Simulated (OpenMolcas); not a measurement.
Li: CASPT2 settings compared

```yaml
Program: OpenMolcas
Basis: ANO-RCC-VQZP [5s4p3d2f1g]
Scalar_Hamiltonian: DKH2, point nucleus
Active_space: 1 electron in 4 orbitals (2s 2p)
State_averaging: 2S+1 = 2 even, 1 root; 2S+1 = 2 odd, 3 roots
Spin-orbit_coupling: RASSI with atomic mean-field integrals over the reference wave functions, term energies averaged over their components
```

Methods on the same reference wave functions:
A. CASSCF
B. SS-CASPT2, IPEA 0.1 Eh, imaginary shift 0.1 Eh (closed shells correlated: 1s)
C. SS-CASPT2, IPEA 0.15 Eh, sigma1 regulariser 0.2 Eh (closed shells correlated: 1s)
D. XMS-CASPT2, IPEA 0.15 Eh, sigma2 regulariser 0.05 Eh (closed shells correlated: 1s)

Energies in cm⁻¹ above 2s ²S_1/2, the measured ground level; measured values from NIST Handbook of Basic Atomic Spectroscopic Data.

```tsv
Level	A	B	C	D	Measured
2s ²S_1/2	0.0	0.0	0.0	0.0	0.0
2p ²P°_1/2	14850	14888	14887	14882	14904
2p ²P°_3/2	14850	14888	14887	14882	14904
```

Deviations, from unrounded energies. A percentage is the sum of absolute deviations over the sum of measured energies, with the sign that they share, or ± where signs differ.

```tsv
Against measurement	Levels	A	B	C	D
mean absolute deviation (cm-1)	2	54	16	17	21
other configurations (%)	2	-0.4	-0.1	-0.1	-0.1
```

B, C, D lie about equally close to measurement and A furthest from it. The largest miss of B in the table is 2p ²P°_3/2, by -16 cm-1. The ranking rests on the paired levels alone, and a cruder setting can come out closer through cancelling errors.

Among B to D the level of the table that moves most is 2p ²P°_1/2, by 5.5 cm-1 (lowest in D, highest in B).

The lowest spin-free term lies below A's lowest term by 0.034 hartree in B, 0.034 hartree in C, 0.034 hartree in D.

ANO sets are built for ground and valence states and can reach diffuse excited orbitals poorly. With one active electron the reference holds no correlation, so core polarisation is missing (holds for A). With one active electron, CASPT2 adds the correlation within the correlated inactive shells and between them and that electron, and leaves the splitting within a term as the reference gives it (holds for B; C; D). Computed and measured levels are paired by configuration, term and J; levels that our copy of the source lacks, or whose pairing is in doubt (as where it misses far off the trend of its configuration), stay unpaired and out of the deviations. Only configurations of the active space appear.

° marks odd parity.
